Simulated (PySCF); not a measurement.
C₃H₈OSe, SMILES CC[Se]OC.

Coordinates come from a TPSSh-D3(BJ)/def2-SVP optimisation. Other conformers were not sampled.

The numbers are results of PySCF with TPSSh-D3(BJ)/def2-SVP, not measurements.

Frequencies are harmonic and unscaled.

```
mode  ν (cm⁻¹)  IR (km/mol)  moving atoms (share of kinetic energy)
----  --------  -----------  --------------------------------------
1           63          0.5                  C 42 %, H 42 %, O 11 %
2           96          3.6                  H 45 %, C 35 %, O 16 %
3          141          0.4                          H 63 %, C 29 %
4          196          5.3                  H 54 %, O 31 %, C 13 %
5          270          0.4                          H 77 %, C 17 %
6          300          1.3         C 41 %, H 28 %, O 20 %, Se 11 %
7          313          1.5         C 38 %, H 25 %, Se 23 %, O 14 %
8          554          2.0                 C 66 %, H 21 %, Se 14 %
9          584         24.4                         O 72 %, Se 16 %
10         730          5.4                          H 83 %, C 16 %
11         966          6.6                          H 70 %, C 30 %
12        1005          3.6                          H 77 %, C 21 %
13        1059        110.2                   O 48 %, C 43 %, H 9 %
14        1065          3.4                          C 64 %, H 36 %
15        1168          1.5                          H 78 %, C 17 %
16        1183          6.3                          H 71 %, C 21 %
17        1247          9.2                          H 75 %, C 25 %
18        1266         16.4                          H 78 %, C 22 %
19        1396          2.6                          H 80 %, C 20 %
20        1448          4.1                          H 90 %, C 10 %
21        1457          9.5                          H 89 %, C 10 %
22        1471          4.1                                  H 95 %
23        1479          9.0                                  H 97 %
24        1494          4.6                                  H 96 %
25        1504          9.5                                  H 95 %
26        2995         70.0                                  H 98 %
27        3030         27.9                                  H 97 %
28        3047         12.4                                  H 95 %
29        3072         48.5                          H 90 %, C 10 %
30        3109         13.7                           H 91 %, C 9 %
31        3111         13.9                          H 90 %, C 10 %
32        3115         16.2                           H 91 %, C 9 %
33        3139         18.3                          H 90 %, C 10 %
```
